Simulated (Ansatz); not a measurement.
`CB(Cl)[SeH]` + H₂ → `CBCl` + H₂Se at 500 K and 1 bar (hydrogenolysis of a B–Se bond).

Gas-phase electronic energies from Ansatz, PBE0-D4/def2-TZVP geometries. CCSD(T)/CBS is the MP2 limit (def2-TZVPP, def2-QZVPP) plus CCSD(T) − MP2 in def2-TZVPP, frozen cores. This one scheme is used for every species. For Se outer-core shells are correlated without core-valence functions, which leaves a few kJ/mol of doubt a bond. Scalar relativity is left out up to krypton. One conformer a species, not always the lowest.

| species | CCSD(T)/CBS energy (Eh) | H − E (kJ/mol) | S (J/(mol·K)) |
| --- | --- | --- | --- |
| `CB(Cl)[SeH]` | -2925.81492 | 171.0 | 386.2 |
| H₂ | -1.17544 | 41.0 | 145.5 |
| `CBCl` | -525.07110 | 160.2 | 325.9 |
| H₂Se | -2401.89790 | 53.1 | 237.8 |

H − E and S are ideal-gas, rigid-rotor, harmonic terms from PBE0-D4/def2-TZVP, for one conformer and one mirror image of each species. The MP2-based limit puts H₂ 0.8 mEh under its directly extrapolated value; such offsets cancel only in part. 1 Eh = 2625.50 kJ/mol, R = 8.31446 J/(mol·K).

Task: By hand: ΔE, ΔH, ΔS and ΔG.

Result: ΔE = (-525.07110) + (-2401.89790) − (-2925.81492) − (-1.17544) = 0.02136 Eh = 56.1 kJ/mol. Δ(H − E) = 160.2 + 53.1 − 171.0 − 41.0 = 1.3, so ΔH = 57.4 kJ/mol. ΔS = 325.9 + 237.8 − 386.2 − 145.5 = 32.0 J/(mol·K). ΔG = 57.4 − 500 × (32.0)/1000 = 41.4 kJ/mol.

Task: By hand: the equilibrium constant, and the temperature at which ΔG would vanish if ΔH and ΔS stayed fixed.

Result: log₁₀ K = −ΔG/(RT ln 10) = -4.3. ΔG = 0 at ΔH/ΔS = 1794 K.

ΔH outweighs TΔS. A doubt of 5 kJ/mol in ΔE shifts log₁₀ K by 0.5 here. Other conformers and mirror images would add mixing entropy, several J/(mol·K) or more a flexible species. Modes under 60 cm⁻¹, often nearly free rotors, make the harmonic entropy too high. These are equilibria of isolated gas molecules and say nothing of rates. Largest T1 diagnostic: 0.011 (customary marks: 0.02 for closed shells, 0.045 for open ones).
